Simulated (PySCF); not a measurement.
Species: C4H10SSi.
Z-matrix (Å and degrees, GFN2-xTB geometry), rows numbered from 1:
```
S 
Si  1  2.1555
C   2  1.8998  1  108.81
C   3  1.5084  2  111.25  1  -179.98
C   4  1.4988  3  120.29  2  -150.49
C   4  1.4969  3  119.67  2   -79.87
H   1  1.3245  2   97.02  3    35.05
H   2  1.4620  1  107.92  3  -120.56
H   2  1.4555  1  103.84  3   120.38
H   3  1.0924  2  109.96  1    58.89
H   3  1.0942  2  110.54  1   -58.49
H   4  1.0837  3  113.45  2    64.15
H   5  1.0797  4  118.04  6  -107.81
H   5  1.0795  4  118.83  6   108.09
H   6  1.0792  4  118.83  5  -108.11
H   6  1.0795  4  117.90  5   107.91
```

Definitions: NICS(0) = −σiso at the ring centroid; NICS(1) = −σiso and NICS(1)zz = −σzz at ±1 Å along the ring normal z. Level: GIAO PBE0/pcSseg-1 (PySCF, non-relativistic, gas phase) on the GFN2-xTB geometry, one conformer.

Ring bond lengths (Å), with Mayer bond orders in brackets: C4–C5 1.499 (0.96), C5–C6 1.500 (0.97), C6–C4 1.497 (0.95).

Q: What do the NICS probes read (ppm)?

A: 
```
    ring                                            type  NICS(0)  NICS(1), two faces  NICS(1)zz, two faces  rms pucker (Å)  centre to ring atoms, mean (Å)
C4–C5–C6  3-membered carbocycle; formal bonds all single    -44.4         -8.5 / -8.8         -21.1 / -23.9            0.00                            0.87
```

Q: What can be read from them?

A: 
- C4–C5–C6: mean NICS(1)zz -22.5 ppm, shielded. C4, C5, C6 have four or more neighbours, so the value isn't read as a sign of a π ring current. NICS(0) lies 36 ppm below the mean NICS(1).

Q: What are the shieldings of the ring atoms and their hydrogens in the same run (means over atoms taken as equivalent)?

A: 
| atoms | environment | σ isotropic (ppm) | principal values of the symmetric part, first atom (ppm) |
| --- | --- | --- | --- |
| C4 | three-membered-ring carbon | 178.1 | 150.9, 164.5, 218.9 |
| C5 (×2) | three-membered-ring carbon | 178.1 | 143.5, 174.5, 212.9 |
| H12 | methine hydrogen | 31.10 | 23.8, 29.3, 40.2 |
| H13 (×2) | methylene hydrogen | 31.68 | 25.8, 29.3, 39.8 |
| H14 (×2) | methylene hydrogen | 31.19 | 25.1, 26.7, 41.6 |
